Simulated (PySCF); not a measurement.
Compound: CH8BrNSi2.
SMILES with atom numbers: `[CH3:1][Si@@H:2]([NH2:3])[SiH2:4][Br:5]` (hydrogens: H6, H7, H8 on C1; H9 on Si2; H10, H11 on N3; H12, H13 on Si4)

Method: PySCF, PBE0-D3(BJ)/def2-SVP geometry optimisation, gas phase; density fitting, grid level 1; the optimiser is geomeTRIC in internal coordinates, started from a GFN2-xTB structure with every atom displaced at random (about 0.01 Å).

Step 0: E = -88428.1694 eV
```
atom  x, y, z in Å  |  force x, y, z in eV/Å
C1     -0.6511    0.8967    0.5885   -0.006   1.134   0.280
Si2     0.6614   -0.0377    1.5182   -0.110   0.132  -0.374
N3      1.2881   -1.1900    0.4059    1.504   0.119   0.663
Si4     2.4939    1.3233    2.0375   -0.382  -0.339   0.667
Br5     4.0924    0.0184    2.8427    0.438  -0.582   0.251
H6     -0.2868    1.3811   -0.3247    0.295  -0.100  -0.158
H7     -1.4782    0.2656    0.3003   -0.579  -0.567  -0.127
H8     -1.0731    1.7197    1.1950   -0.014  -0.177   0.071
H9      0.0504   -0.6026    2.7588    0.040   0.061   0.247
H10     0.6828   -1.7514   -0.1357   -0.919  -0.719  -0.733
H11     2.1059   -1.7373    0.6831   -0.197   0.196  -0.096
H12     3.1700    2.0322    0.9795    0.171   0.499  -0.965
H13     2.2458    2.2908    3.1190   -0.242   0.343   0.274
```

Step 1: E = -88428.3127 eV
```
atom  x, y, z in Å  |  force x, y, z in eV/Å
C1     -0.6766    0.9563    0.5878   -0.011  -0.174  -0.197
Si2     0.6707   -0.0288    1.4448    0.008   0.031   0.415
N3      1.3460   -1.2251    0.3899   -0.301  -0.106  -0.253
Si4     2.4976    1.3020    2.0868    0.020  -0.056  -0.217
Br5     4.0927   -0.0854    2.8918   -0.152   0.085  -0.107
H6     -0.3038    1.4161   -0.3376    0.017   0.029  -0.066
H7     -1.5274    0.3012    0.3251    0.097   0.051   0.028
H8     -1.0650    1.7497    1.2387   -0.005   0.064   0.118
H9      0.0902   -0.5323    2.7426   -0.014  -0.059  -0.054
H10     0.7207   -1.8617   -0.1062    0.191   0.144   0.143
H11     2.1949   -1.7036    0.6695    0.051  -0.003   0.044
H12     3.0644    2.0065    0.8911    0.082   0.010   0.123
H13     2.1970    2.3139    3.1436    0.017  -0.016   0.022
```

**Question.** Estimate the geometry and energy of step 2. (The exact step hangs on the optimiser's Hessian estimate; all steps are aligned on step 1, rigid shifts and turns removed.)

**Answer.** E = -88428.3271 eV, largest force 0.200 eV/Å
```
atom  x, y, z in Å  |  force x, y, z in eV/Å
C1     -0.6747    0.9499    0.5812   -0.001   0.003  -0.076
Si2     0.6639   -0.0249    1.4599   -0.012   0.017   0.199
N3      1.3398   -1.2151    0.3989   -0.023  -0.016  -0.087
Si4     2.4915    1.3090    2.0761   -0.002   0.016  -0.119
Br5     4.0683   -0.1005    2.8462   -0.020  -0.026  -0.022
H6     -0.2960    1.4076   -0.3455    0.008  -0.005   0.020
H7     -1.5180    0.2910    0.3171    0.005   0.008   0.006
H8     -1.0675    1.7449    1.2337    0.000  -0.002   0.006
H9      0.0825   -0.5430    2.7500   -0.008  -0.008  -0.024
H10     0.7237   -1.8568   -0.0904    0.023  -0.005   0.022
H11     2.1932   -1.6859    0.6826    0.009   0.008   0.014
H12     3.0849    2.0270    0.9057    0.018   0.019   0.043
H13     2.2097    2.3056    3.1527    0.003  -0.007   0.017
```

The energy changes by -0.0144 eV. The first-order estimate −F·Δx gives -0.0246 eV and the mean of the old and new forces, exact on a quadratic surface, -0.0165 eV. The step makes an angle of 68° with the force vector and moves no atom by more than 0.054 Å.

What follows is the cost of the whole optimisation. Time: 57 s of wall time; peak memory 0.53 GiB. Hardware: one thread of an Arm Neoverse V2 (shared host).
